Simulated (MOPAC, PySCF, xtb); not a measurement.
Complex: HF (SMILES F) (first 2 atoms) with SO2 (SMILES O=S=O); geometry from B3LYP-D3(BJ)/def2-TZVP, rigid monomers moved along the line of their centres of mass till H2···O3 is 3.31 Å.
(charge 0, multiplicity 1):
| atom | x (Å) | y (Å) | z (Å) |
|---|---|---|---|
| F | 0.3508 | 0.5070 | -0.6568 |
| H | 0.0840 | 0.7241 | 0.2106 |
| O | -0.5987 | 0.3498 | 3.4301 |
| S | -0.4570 | -0.8833 | 4.1725 |
| O | -0.7978 | -0.8679 | 5.5652 |

Interaction energies are E(AB) − E(A) − E(B) at the monomers' geometry in the complex; basis-set methods are counterpoise corrected. Rows marked so take none.

Rows in 6-311+G** carry no dispersion term and start afresh at each structure. The state that PM6 reach isn't checked.

Run with MOPAC for PM6 (differences of heats of formation); PySCF for 6-311+G** rows; xtb for the GFN methods. Values without a source in brackets are computed.

Task: What interaction energy does PM6 give?

Result: -4 kJ/mol
